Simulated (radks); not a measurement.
Values are calculated unless marked as measured or tabulated.
How relativity changes the ionisation of neutral chlorine ([Ne] 3s2 3p5) to Cl+ ([Ne] 3s2 3p4). Spin-unpolarised spherical Kohn-Sham, PBEsol, point nucleus unless stated (finite: rms radius 3.3654 fm), a radial shooting solver on a logarithmic mesh with Libxc functionals. A level marked "c x" has the speed of light scaled by that factor and shares open shells by 2j + 1; other Dirac levels either fill j = l - 1/2 first or share by 2j + 1.

\begin{tabular}{lrrrrr}
level & E(Cl) (hartree) & E(Cl+) (hartree) & IE (eV) & HOMO & <r> HOMO (bohr) \\ \hline
non-rel. & -459.27538 & -458.76638 & 13.851 & 3p & 1.843 \\
scalar-rel. & -460.74083 & -460.23239 & 13.836 & 3p & 1.843 \\
scalar-rel., finite nucleus & -460.74032 & -460.23187 & 13.836 & 3p & 1.843 \\
Dirac, 2j+1 shares & -460.74230 & -460.23385 & 13.836 & 3p3/2 & 1.847 \\
Dirac, low j first & -460.74383 & -460.23735 & 13.782 & 3p3/2 & 1.847 \\
Dirac, 2j+1 shares, finite nucleus & -460.74179 & -460.23333 & 13.836 & 3p3/2 & 1.847 \\
Dirac, c x 0.85 & -461.31167 & -460.80342 & 13.830 & 3p3/2 & 1.848 \\
Dirac, c x 1.25 & -460.21165 & -459.70300 & 13.841 & 3p3/2 & 1.845 \\
Dirac, c x 100 & -459.27552 & -458.76652 & 13.851 & 3p3/2 & 1.843 \\
\end{tabular}

NIST Atomic Spectra Database: 12.968 eV (measured). The relativistic part of the total energy of Cl is -1.466 hartree (Dirac, 2j+1 shares, finite nucleus), 0.32 % of the non-relativistic value. Spin polarisation and multiplet splitting of open shells are left out at every level.

Beside tabulated values, note that spin-unpolarised runs miss the spin-polarisation part of the exchange energy of open shells.
